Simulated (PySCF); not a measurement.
A structure optimised at PBE0-D3(BJ)/def2-TZVP, used in a PySCF frequency run:

```
C
H 1 1.0924
H 1 1.0944 2 108.23
H 1 1.0945 2 108.17 3 115.07
Al 1 1.9380 2 112.41 4 122.40
H 5 1.5788 1 125.93 2 -0.81
Cl 5 2.1056 6 116.05 1 179.95
```
Charge 0, spin multiplicity 1.

Q: Write its SMILES and formula.

A: [CH3][AlH][Cl], CH4AlCl

Q: What are its rotational constants (standard atomic weights)?

A: 19.682, 3.4473, 2.9873 GHz
